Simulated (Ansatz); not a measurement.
`CC/C=C/[SiH3]`, charge 0, multiplicity 1.

Give a relaxed structure at PBE0-D4/def2-TZVP (Ansatz 0.2.0). (Estimate.)

Ansatz gave: 
```xyz
15

C     1.963   -0.420   -1.347
C     0.564    0.186   -1.404
C    -0.019    0.389   -0.046
C    -1.146   -0.158    0.410
Si   -1.790    0.134    2.123
H     2.386   -0.525   -2.348
H     2.640    0.208   -0.762
H     1.941   -1.407   -0.881
H    -0.101   -0.448   -1.998
H     0.618    1.156   -1.915
H     0.560    1.037    0.615
H    -1.706   -0.805   -0.266
H    -3.143    0.756    2.095
H    -0.856    1.039    2.845
H    -1.911   -1.143    2.880
```
This is one stationary point; other conformers may exist.
